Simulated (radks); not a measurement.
The numbers below are computed, except where a source is named.
Initial-state core-level shifts of neutral aluminium when its valence configuration changes from [Ne] 3s2 3p1. Code: a radial shooting solver on a logarithmic mesh with Libxc functionals. Model: scalar-relativistic Kohn-Sham, r2SCAN, spin-polarised, spherical densities, finite nucleus; open shells are filled with parallel spins first; meta-GGA in the generalised Kohn-Sham scheme; Fermi nuclear charge, rms radius 3.061 fm. Shifts are changes of the shell-averaged eigenvalues in eV (positive: less bound); the change of the density at the nucleus, which sets a Mossbauer isomer shift, is in e/bohr^3, on a base of 1503.

\begin{tabular}{lrrrr}
valence & 1s & 2s & 2p & density at nucleus \\ \hline
3s1 3p2 & -1.043 & -1.061 & -1.037 & -2.7784 \\
3s1.5 3p1.5 & -0.668 & -0.663 & -0.655 & -1.4033 \\
3p3 & -2.962 & -2.901 & -2.867 & -5.7884 \\
\end{tabular}
